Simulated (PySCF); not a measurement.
H8N2Si2, SMILES N[SiH2][SiH2]N.

Geometry optimised at PBE0-D3(BJ)/def2-SVP. Other conformers were not sampled.

The numbers are results of TDDFT-LC-ωPBE/def2-SVPD run with PySCF, not measurements.

Vertical excitations. Gas-phase values at a fixed geometry.

Give excitation energies, oscillator strengths and character. (The exact figures need the calculation; the answer reports its results.)


```
state  energy (eV)  λ (nm)      f                                                                   main pairs
-----  -----------  ------  -----  ---------------------------------------------------------------------------
S1            6.35     195  0.011                                             HOMO→LUMO 68 %, HOMO−1→LUMO 18 %
S2            6.64     187  0.004        HOMO−1→LUMO 34 %, HOMO→LUMO+1 32 %, HOMO−1→LUMO+1 15 %, HOMO→LUMO 6 %
S3            7.30     170  0.014                                         HOMO−2→LUMO 61 %, HOMO−1→LUMO+1 10 %
S4            7.40     168  0.055      HOMO→LUMO+1 27 %, HOMO→LUMO+3 20 %, HOMO−1→LUMO 14 %, HOMO−1→LUMO+1 6 %
S5            7.71     161  0.015  HOMO−1→LUMO+1 26 %, HOMO−1→LUMO+3 20 %, HOMO−1→LUMO 14 %, HOMO−1→LUMO+4 8 %
S6            7.95     156  0.040                                                             HOMO→LUMO+2 58 %
S7            8.05     154  0.191       HOMO→LUMO+3 35 %, HOMO→LUMO+1 11 %, HOMO→LUMO+8 9 %, HOMO−1→LUMO+1 7 %
S8            8.16     152  0.058                       HOMO−1→LUMO+2 40 %, HOMO−1→LUMO+3 9 %, HOMO−2→LUMO 7 %
S9            8.28     150  0.025     HOMO−1→LUMO+3 32 %, HOMO−1→LUMO+2 17 %, HOMO→LUMO+5 8 %, HOMO→LUMO+4 5 %
S10           8.44     147  0.020    HOMO−2→LUMO+1 23 %, HOMO→LUMO+4 15 %, HOMO−2→LUMO+3 10 %, HOMO→LUMO+5 8 %
T1            5.74     216      0                                             HOMO→LUMO 57 %, HOMO−1→LUMO 17 %
T2            6.19     200      0          HOMO→LUMO+1 39 %, HOMO−1→LUMO 20 %, HOMO→LUMO+3 10 %, HOMO→LUMO 8 %
T3            6.44     192      0   HOMO−1→LUMO 18 %, HOMO−1→LUMO+1 16 %, HOMO→LUMO+3 12 %, HOMO−2→LUMO+1 11 %
T4            6.58     188      0                                                             HOMO−2→LUMO 63 %
```
Triplets are in the Tamm–Dancoff approximation, which puts them higher than full response would, so one can lie above its singlet here.
